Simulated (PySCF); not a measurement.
C6H4NS (charge +1).
Numbering: `[N:1]#[C:2][c:3]1[cH:4][cH:5][s+:6][cH:7][cH:8]1` (hydrogens: H9 on C4; H10 on C5; H11 on C7; H12 on C8)

Cartesian coordinates in Å at the GFN2-xTB level; atoms count from 1:
```
atom  x, y, z in Å
N1     3.1750   -1.1534   -0.1091
C2     2.1010   -0.7629   -0.0729
C3     0.7658   -0.2779   -0.0279
C4    -0.2851   -1.2032    0.0584
C5    -1.6008   -0.8236    0.1071
S6    -2.1477    0.7796    0.0678
C7    -0.7039    1.6604   -0.0352
C8     0.5493    1.1074   -0.0710
H9    -0.0423   -2.2579    0.0884
H10   -2.3854   -1.5642    0.1757
H11   -0.8339    2.7331   -0.0720
H12    1.4093    1.7620   -0.1354
```

Vertical excitations from PySCF (density fitting, frozen core in the response, grid level 2 and gas phase unless stated; continuum runs use non-equilibrium linear response for the excitations) on a GFN2-xTB geometry. Reference run:

```csv
settings,"S1, eV (f)","S2, eV (f)","S3, eV (f)","S4, eV (f)","S5, eV (f)","S6, eV (f)","T1, eV (Tamm–Dancoff)",mean α (au)
"CAM-B3LYP/def2-SVPD, full TDDFT, 8 singlets",4.77 (0.056),4.81 (0.320),4.91 (0.000),5.84 (0.001),6.14 (0.010),6.29 (0.000),3.12,85.8
```

Question: What do these settings give: PBE0/aug-cc-pVDZ, start guess atom, fitting basis def2-universal-jkfit, full TDDFT, 3 singlets?

Answer: 
| settings | S1, eV (f) | S2, eV (f) | S3, eV (f) | S4, eV (f) | S5, eV (f) | S6, eV (f) | T1, eV (Tamm–Dancoff) | mean α (au) |
| --- | --- | --- | --- | --- | --- | --- | --- | --- |
| PBE0/aug-cc-pVDZ, start guess atom, fitting basis def2-universal-jkfit, full TDDFT, 3 singlets | 4.43 (0.000) | 4.63 (0.305) | 4.74 (0.050) | – | – | – | 3.05 | 87.6 |

S1 moves by -0.34 eV; functional and basis change together, so the shift can't be laid on one. States are counted by energy in each run and needn't keep their character from row to row.

Question: Which orbital pairs make up S1 in each run, and how does it sit against the orbital gap?

Answer: 
```tsv
settings	S1 configurations (weight)	S1 (eV)	orbital gap (eV)	S1 − gap (eV)
CAM-B3LYP/def2-SVPD, full TDDFT, 8 singlets	H−1→L 0.87, H→L+1 0.10	4.77	7.24	-2.47
PBE0/aug-cc-pVDZ, start guess atom, fitting basis def2-universal-jkfit, full TDDFT, 3 singlets	H−2→L 0.98	4.43	5.04	-0.61
```

